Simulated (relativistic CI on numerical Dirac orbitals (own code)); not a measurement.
**Hyperfine structure of I⁷⁺, mass number 129**

Calculated at this level of theory: Dirac-Coulomb-Breit CI, orbitals from a KLI potential per configuration, model QED (radiative potential, 1s self-energy scaled to tabulated hydrogen-like ionisation energies), unscaled Slater integrals (own radial code, finite nucleus).

Configuration list (outside the closed core [Ar] 3d10 4s2): 4p6 4d10, 4p6 4d9 5s, 4p6 4d9 4f, 4p6 4d9 5p, 4p6 4d9 5d, 4p5 4d10 4f, 4p6 4d9 6s, 4p6 4d9 6p, 4p6 4d9 5f, 4p6 4d9 6d. Double excitations out of closed p, d and f shells are left out; levels of such configurations are missing from the list, as are those of other unlisted configurations, and high levels can miss mixing partners.

Nuclear spin I = 7/2, μ = 2.6165 μN, Q = -0.483 b (tables of Stone and Pyykkö). The electronic factors are computed for point nuclear moments, without core polarisation or the Bohr-Weisskopf and QED corrections.

| Level | E (cm⁻¹) | A (MHz) | B (MHz) |
| --- | --- | --- | --- |
| 4p6 4d9 5s 3D_3 | 380638 | 6990 | 1510 |
| 4p6 4d9 5s 3D_2 | 384243 | -3587 | 1010 |
| 4p6 4d9 5s 3D_1 | 394704 | -5631 | 575 |
| 4p6 4d9 5s 1D_2 | 398763 | 10000 | 1350 |
| 4p6 4d9 5p 3P°_2 | 489037 | -266.5 | 514 |
| 4p6 4d9 5p 3F°_3 | 493257 | 2537 | 914 |
| 4p6 4d9 5p 3P°_1 | 504622 | 764 | -39.9 |
| 4p6 4d9 5p 3F°_2 | 504654 | 4081 | 950 |

Levels with J = 0, under 50 % of one LS term, or S terms without an open s electron are left out. Small factors come from cancelling terms and can be off by tens of per cent or more.

At this charge configurations can still be misplaced by up to about 7 % of their energy. Levels and lines within the n = 5 or 6 shells can be off by up to 10 % or somewhat more, and those that change n by about 2 %, since core polarisation is missing.

**Question.** Give the hyperfine levels of 4p6 4d9 5s 3D_3 relative to its centre of gravity.

**Answer.** With K = F(F + 1) − I(I + 1) − J(J + 1), E = AK/2 + B[¾K(K + 1) − I(I + 1)J(J + 1)]/[2I(2I − 1)J(2J − 1)]: F = 1/2: -93550, F = 3/2: -83340, F = 5/2: -66240, F = 7/2: -42150, F = 9/2: -10930, F = 11/2: 27640, F = 13/2: 73770 MHz.

LS names give the leading component of a level, which can be under half, so a name can repeat, a term be missing and a line seem to break the LS rules.
